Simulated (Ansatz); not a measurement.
Reaction (ligand exchange at the In–S bond): `C[O][In]([CH3])[SH]` + HCl → `C[O][In]([CH3])[Cl]` + H₂S

Calculated with Ansatz (gas phase, PBE0-D4/def2-TZVP geometries, no zero-point term in ΔE). CBS: MP2 limit from def2 TZ/QZ plus the TZ coupled-cluster correction, frozen cores. This one scheme is used for every species. Functionals use def2-TZVPP. B3LYP here is the variant with VWN-RPA as its local correlation; programs differ in this. Elements past krypton have def2 core potentials. For In outer-core shells are correlated without core-valence functions, which leaves a few kJ/mol of doubt a bond. One conformer a species, not always the lowest.

Is it downhill or uphill in electronic energy at CCSD(T)/CBS, and by how much? (Estimate.)

Computed: Downhill: ΔE = -8.6 kcal/mol.

What do these levels give: PBE-D4, PBE0-D4, B3LYP-D4, ωB97X-V, B2PLYP, PBE, MP2/def2-TZVPP, SCS-MP2/def2-TZVPP, CCSD/def2-TZVPP, CCSD(T)/def2-TZVPP, HF/def2-QZVPP, SCS-MP2/def2-QZVPP? (Best estimate.)

Ansatz gave: PBE-D4 -7.8, PBE0-D4 -8.2, B3LYP-D4 -9.1, ωB97X-V -9.4, B2PLYP -9.1, PBE -8.0, MP2/def2-TZVPP -7.8, SCS-MP2/def2-TZVPP -8.6, CCSD/def2-TZVPP -8.6, CCSD(T)/def2-TZVPP -8.1, HF/def2-QZVPP -12.1, SCS-MP2/def2-QZVPP -8.9 kcal/mol.

Largest T1 diagnostic among the species: 0.015.

In def2-TZVPP, CCSD(T) changes the Hartree–Fock value by +3.8 kcal/mol (the triples alone add +0.5 kcal/mol) and MP2 by +4.1 kcal/mol.
